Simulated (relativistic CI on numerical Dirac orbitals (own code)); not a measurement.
## Level scheme of Pm XVII

These numbers are calculated, not measured: Dirac-Coulomb-Breit CI, separate exchange-only KLI orbitals for each configuration, QED by a radiative potential, unscaled Slater integrals (own radial code, finite nucleus).

CI space (outside the closed core [Ar] 3d10): 4s2 4p6 4d9, 4s2 4p5 4d10, 4s2 4p6 4d8 4f, 4s 4p6 4d10, 4s2 4p6 4d8 5s, 4s2 4p5 4d9 4f, 4s2 4p6 4d8 5p, 4s 4p6 4d9 4f, 4s2 4p6 4d7 4f 5s, 4s2 4p6 4d8 5d, 4s2 4p6 4d7 5s 5p, 4s2 4p5 4d9 5s, 4s2 4p6 4d8 5f, 4s2 4p6 4d8 6s, 4s2 4p6 4d7 5s2, 4s2 4p6 4d6 4f 5s2, 4s2 4p5 4d7 4f 5s2, 4s2 4p6 4d6 5s2 5p. Double excitations out of closed p, d and f shells are left out; levels of such configurations are missing from the list, as are those of other unlisted configurations, and high levels can miss mixing partners.

The lowest level is 4s2 4p6 4d9 2D_5/2, with 100 % of that term; Hund's rules for 4s2 4p6 4d9 give 2D with J = 5/2, in agreement.

```
No.  Configuration  Term     J   E (eV)    %     Next component (%)
  1    4s2 4p6 4d9    2D   5/2    0.000  100                       
  2    4s2 4p6 4d9    2D   3/2    4.992  100                       
  3   4s2 4p5 4d10   2P°   3/2  113.981   75  24 4s2 4p6 4d8 4f 2P°
  4     4d8(3F) 4f   4F°   7/2  124.685   66                 20 4D°
  5     4d8(3F) 4f   4F°   5/2  124.708   46                 26 4D°
  6     4d8(3F) 4f   4F°   9/2  125.472   85                  9 4G°
  7     4d8(3F) 4f   4D°   3/2  125.796   39                 21 4P°
  8     4d8(1G) 4f   2P°   1/2  126.341   60                 12 4P°
  9     4d8(3F) 4f   4D°   5/2  126.548   32                 26 2F°
 10     4d8(3F) 4f   4I°  15/2  127.231   93                  7 2K°
 11     4d8(3F) 4f   4D°   7/2  127.290   66                 17 2F°
 12     4d8(3F) 4f   4I°  13/2  127.567   46                 39 4H°
 13     4d8(3P) 4f   4F°   3/2  127.871   61                 23 4P°
 14     4d8(3F) 4f   4H°  11/2  128.164   49                 35 4G°
 15     4d8(3F) 4f   4H°  13/2  128.538   47                 37 2I°
 16     4d8(3F) 4f   4H°   9/2  129.028   30                 30 2G°
 17     4d8(3F) 4f   4D°   1/2  129.243   62                 22 2P°
 18     4d8(1G) 4f   2D°   3/2  129.478   44                 21 4F°
 19     4d8(3F) 4f   4G°  11/2  129.929   37                 36 4I°
 20     4d8(1D) 4f   2F°   5/2  129.940   38                 29 4P°
 21     4d8(1D) 4f   2G°   7/2  130.666   50                 30 4H°
 22     4d8(3F) 4f   4I°   9/2  130.737   33                 21 2H°
 23     4d8(3F) 4f   4P°   5/2  130.829   28                 26 2D°
 24     4d8(3F) 4f   4P°   1/2  131.206   75                 17 2P°
 25     4d8(1D) 4f   2D°   3/2  131.255   33                 29 4D°
 26     4d8(3F) 4f   4G°   7/2  131.320   67                 15 4H°
 27     4d8(3F) 4f   2P°   3/2  131.344   65                 21 4D°
 28     4d8(3F) 4f   2S°   1/2  131.543   55                 24 4D°
 29     4d8(1D) 4f   2G°   9/2  131.599   34                 22 4I°
 30     4d8(3F) 4f   4I°  11/2  132.195   44                 24 4H°
 31     4d8(1D) 4f   2F°   7/2  132.449   41                 34 2G°
 32     4d8(3F) 4f   2G°   9/2  132.592   45                 28 4F°
 33     4d8(3F) 4f   4I°  13/2  132.717   44                 36 2I°
 34     4d8(1G) 4f   2D°   5/2  132.938   43                 34 4G°
 35     4d8(1D) 4f   2H°  11/2  133.137   42                 38 2I°
 36     4d8(3F) 4f   4H°   9/2  133.245   38                 19 4G°
 37     4d8(3P) 4f   4F°   5/2  133.265   37                 21 2D°
 38     4d8(3F) 4f   4S°   3/2  133.447   44                 21 4P°
 39     4d8(3P) 4f   4F°   7/2  134.226   57                 24 4H°
 40     4d8(1G) 4f   2D°   5/2  134.316   33                 28 4G°
 41     4d8(1G) 4f   2K°  13/2  134.395   80                 19 2I°
 42     4d8(3F) 4f   4F°   3/2  134.440   46                 31 2D°
 43     4d8(1G) 4f   2K°  15/2  134.856   93                  7 4I°
 44     4d8(3F) 4f   2H°  11/2  134.965   73                 14 4H°
 45     4d8(3P) 4f   4D°   1/2  135.221   56                 23 2S°
```

Energies count from the lowest computed level; ° marks odd parity. Percentages are summed over parent terms; the parents shown are those of the largest component, closed shells are left out there.

The mean weight of the leading LS term, summed over parents, in these 45 levels is 54 %, and that of the leading jj configuration (from the same eigenvectors) 60 %.

At this charge energies of transitions that change n are usually good to better than 1 %, and those within a shell (Δn = 0) to a few per cent.

LS names give the leading component of a level, which can be under half, so a name can repeat, a term be missing and a line seem to break the LS rules.
